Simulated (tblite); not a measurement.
Species: C₄H₈BN₃O.
Numbering: `[CH3:1][C@H:2]([C:3]#[N:4])[C:5](=[O:6])[NH:7][BH:8][NH2:9]` (hydrogens: H10, H11, H12 on C1; H13 on C2; H14 on N7; H15 on B8; H16, H17 on N9)

Computed with GFN2-xTB (tblite), gas phase: L-BFGS steps from a force-field or distance-geometry start until the largest atomic force falls under 0.01 eV/Å.

At the end of the run (lengths in Å): B8–N9 1.375, N7–B8 1.457, C5–N7 1.350, C2–C5 1.546, C1–H11 1.089, C5=O6 1.212, N9–H17 1.004, C2–C5–N7 114.7°, C5–N7–B8 127.0°, O6–C5–N7 125.2°, N7–B8–N9 119.6°, C1–C2–C5–O6 -99°, C2–C5–N7–B8 -178°, C5–N7–B8–N9 1°, H14–N7–B8–N9 178°, H16–N9–B8–N7 -1°.

Problem. These geometries were met on the way; a selection of coordinates is given. Order them by energy above the end point, lowest first.
A. B8–N9 1.377, N7–B8 1.454, C5–N7 1.350, C2–C5 1.540, C1–H11 1.091, C5=O6 1.210, N9–H17 1.006, C2–C5–N7 113.7°, C5–N7–B8 124.0°, O6–C5–N7 125.7°, N7–B8–N9 119.9°, C1–C2–C5–O6 -111°, C2–C5–N7–B8 -176°, C5–N7–B8–N9 32°, H14–N7–B8–N9 -156°, H16–N9–B8–N7 -1°
B. B8–N9 1.540, N7–B8 1.544, C5–N7 1.433, C2–C5 1.482, C1–H11 1.135, C5=O6 1.255, N9–H17 1.043, C2–C5–N7 123.3°, C5–N7–B8 120.8°, O6–C5–N7 119.0°, N7–B8–N9 118.8°, C1–C2–C5–O6 -119°, C2–C5–N7–B8 180°, C5–N7–B8–N9 90°, H14–N7–B8–N9 -90°, H16–N9–B8–N7 -80°
C. B8–N9 1.385, N7–B8 1.488, C5–N7 1.348, C2–C5 1.563, C1–H11 1.094, C5=O6 1.215, N9–H17 1.011, C2–C5–N7 116.5°, C5–N7–B8 127.6°, O6–C5–N7 124.0°, N7–B8–N9 122.8°, C1–C2–C5–O6 -122°, C2–C5–N7–B8 179°, C5–N7–B8–N9 64°, H14–N7–B8–N9 -127°, H16–N9–B8–N7 -13°
D. B8–N9 1.374, N7–B8 1.531, C5–N7 1.327, C2–C5 1.574, C1–H11 1.064, C5=O6 1.237, N9–H17 1.011, C2–C5–N7 123.0°, C5–N7–B8 125.9°, O6–C5–N7 122.2°, N7–B8–N9 125.1°, C1–C2–C5–O6 -121°, C2–C5–N7–B8 -177°, C5–N7–B8–N9 76°, H14–N7–B8–N9 -104°, H16–N9–B8–N7 -57°
E. B8–N9 1.378, N7–B8 1.475, C5–N7 1.360, C2–C5 1.561, C1–H11 1.089, C5=O6 1.209, N9–H17 1.004, C2–C5–N7 114.4°, C5–N7–B8 128.6°, O6–C5–N7 126.0°, N7–B8–N9 120.7°, C1–C2–C5–O6 -121°, C2–C5–N7–B8 -178°, C5–N7–B8–N9 54°, H14–N7–B8–N9 -137°, H16–N9–B8–N7 0°

Solution. A (0.231 eV), E (0.378 eV), C (0.612 eV), D (1.053 eV), B (2.065 eV).

```
step  E above end (eV)  rms distance from the end, all atoms (Å)  largest force (eV/Å)  rms shift of all bonds from the end (Å)
  31             0.231                                     0.490                 0.389                                    0.004
  20             0.378                                     0.580                 0.315                                    0.007
   9             0.612                                     0.642                 0.559                                    0.012
   3             1.053                                     0.671                 2.474                                    0.024
   0             2.065                                     0.690                 4.069                                    0.059
```

Rows stand in the order of the answer.
